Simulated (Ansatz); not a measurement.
`[NH2][Ge][OH]` + CH₃OH → `C[O][Ge][NH2]` + H₂O  (ligand exchange at a Ge–O bond)

Isolated molecules relaxed with PBE0-D4/def2-TZVP in Ansatz; ΔE leaves out vibrations. CCSD(T)/CBS adds triple-zeta CCSD(T) − MP2 to the extrapolated MP2 energy (def2 sets, frozen cores). This one scheme is used for every species. For Ge outer-core shells are correlated without core-valence functions, which leaves a few kJ/mol of doubt a bond. Scalar relativity is left out up to krypton. One conformer a species, not always the lowest.

| species | CCSD/def2-TZVPP energy (Eh) |
| --- | --- |
| `[NH2][Ge][OH]` | -2207.22853 |
| CH₃OH | -115.54074 |
| `C[O][Ge][NH2]` | -2246.44260 |
| H₂O | -76.32939 |

**Question.** Work out ΔE.

**Answer.** ΔE = (-2246.44260) + (-76.32939) − (-2207.22853) − (-115.54074) = -0.00272 Eh = -1.7 kcal/mol. CCSD(T)/CBS gives -2.5 kcal/mol.

Largest T1 diagnostic among the species: 0.014.

The D4 term adds −1.1 kcal/mol with B3LYP and −0.6 kcal/mol with PBE0; it sums over pairs of atoms, weighted by their polarisabilities, and B3LYP, whose exchange is more repulsive, gets the larger term. In def2-TZVPP, CCSD(T) changes the Hartree–Fock value by −2.3 kcal/mol (the triples alone add −0.4 kcal/mol) and MP2 by −2.7 kcal/mol.

B3LYP here is the variant with VWN-RPA as its local correlation; programs differ in this.
